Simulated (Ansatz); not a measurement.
Mulliken charges of BBrFHO (`OB(F)Br`) from PBE/def2-TZVPP in Ansatz (PBE0-D4/def2-TZVP geometry).

```json
{"atom": "O1", "x (Å)": "0.570", "y (Å)": "0.867", "z (Å)": "0.320", "charge (e)": "-0.213"}
{"atom": "B2", "x (Å)": "0.067", "y (Å)": "-0.364", "z (Å)": "0.156", "charge (e)": "0.303"}
{"atom": "F3", "x (Å)": "0.508", "y (Å)": "-1.342", "z (Å)": "0.914", "charge (e)": "-0.181"}
{"atom": "Br4", "x (Å)": "-1.289", "y (Å)": "-0.759", "z (Å)": "-1.160", "charge (e)": "-0.126"}
{"atom": "H5", "x (Å)": "0.195", "y (Å)": "1.524", "z (Å)": "-0.272", "charge (e)": "0.218"}
```

Q: By hand: the dipole of these point charges (1 e Å = 4.8032 D).

A: Σ q r = (0.012, 0.376, -0.099) e Å, of length 0.389 e Å = 1.87 D.

Q: How does the dipole of the full density compare? (Estimate.)

A: Computed: (-0.058, 0.334, -0.161) e Å, 1.80 D; the point charges give 1.04 times that, at 15° from its direction.

Point charges leave out the atoms' own dipoles, such as those of lone pairs, and Mulliken's split depends on the basis, so the close match here is no proof of good charges.
